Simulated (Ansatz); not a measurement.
A made-up structure of AlHBrO, doublet:

```xyz
4
angstrom
O 0.4829 -1.2633 1.0849
Al 0.1479 0.0640 0.0312
Br -1.8647 0.0238 -0.9491
H 0.7353 -2.1515 1.3822
```

It is relaxed with PBE-D4/def2-SVP and then PBE0-D4/def2-TZVP (Ansatz 0.2.0). Atoms count as bonded within 1.22 times the sum of their covalent radii (H–H: 0.88 Å). The end point is not checked to be a true minimum.

Task: Does its bonding change? (Judge from chemistry; the calculation decides.)

Result: By the calculation: No: no bond forms or breaks.

Where it ends: The first stage lowers the energy by 0.16 eV in 12 steps. It ends as AlHBrO ([OH][Al][Br]):
| atom | x (Å) | y (Å) | z (Å) |
| --- | --- | --- | --- |
| O1 | 0.8010 | -1.2077 | 1.0780 |
| Al2 | 0.1846 | 0.0662 | 0.1529 |
| Br3 | -1.8360 | -0.1414 | -0.8873 |
| H4 | 0.3518 | -2.0440 | 1.2057 |

Labels in which every atom is bracketed show which atoms are joined, not bond orders.

For scale, one of the runs: PBE0-D4/def2-TZVP relaxation, 122 basis functions, launched by `ansatz run in.yaml --threads 2 --pin off --events-out ev --progress --plain --max-ram 4352MiB`. The run took about 27 s on 2 CPU threads of an Intel Xeon Platinum 8259CL (shared host).
